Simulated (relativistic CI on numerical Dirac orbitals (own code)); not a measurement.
Re XLVI: q coefficients and field-shift factors

These numbers are calculated, not measured: Dirac-Coulomb-Breit CI, KLI orbitals optimised for each configuration, derivatives by finite differences, unscaled Slater integrals, QED left out (own radial code, finite nucleus).

Configuration list (outside the closed core [Ar] 3d10): 4s², 4s4p, 4p², 4s4d, 4s4f, 4d², 4p4d, 4f². Levels of other configurations are missing.

With x = (α/α₀)² − 1 an excitation energy changes as ω = ω₀ + qx; K = 2q/ω₀ is the relative enhancement. Terms are leading LS components, so labels can repeat. The field-shift factor is F = δν/δ⟨r²⟩ for the transition from the lowest level.

Lowest level 4s² ¹S0.

```tsv
Level	ω₀ (cm⁻¹)	q (cm⁻¹)	K	F (GHz/fm²)
4s4p ³P°0	722354	129800	0.359	-2290
4s4p ³P°1	782807	146400	0.374	-2300
4s4p ³P°2	1587095	1.185e+06	1.49	-2450
4p² ³P0	1657363	284300	0.343	-4620
4s4p ¹P°1	1736845	1.181e+06	1.36	-2460
4p² ³P1	2468801	1.329e+06	1.08	-4790
4p² ¹D2	2479075	1.326e+06	1.07	-4670
4s4d ³D1	2903652	1.241e+06	0.855	-2440
4s4d ³D2	2935244	1.267e+06	0.863	-2500
4s4d ³D3	3085837	1.428e+06	0.926	-2430
4s4d ¹D2	3140755	1.559e+06	0.992	-2850
4p² ³P2	3392510	2.235e+06	1.32	-4580
4p² ¹S0	3433577	2.376e+06	1.38	-4930
```

At this charge energies of transitions that change n are usually good to better than 1 %, and those within a shell (Δn = 0) to a few per cent.
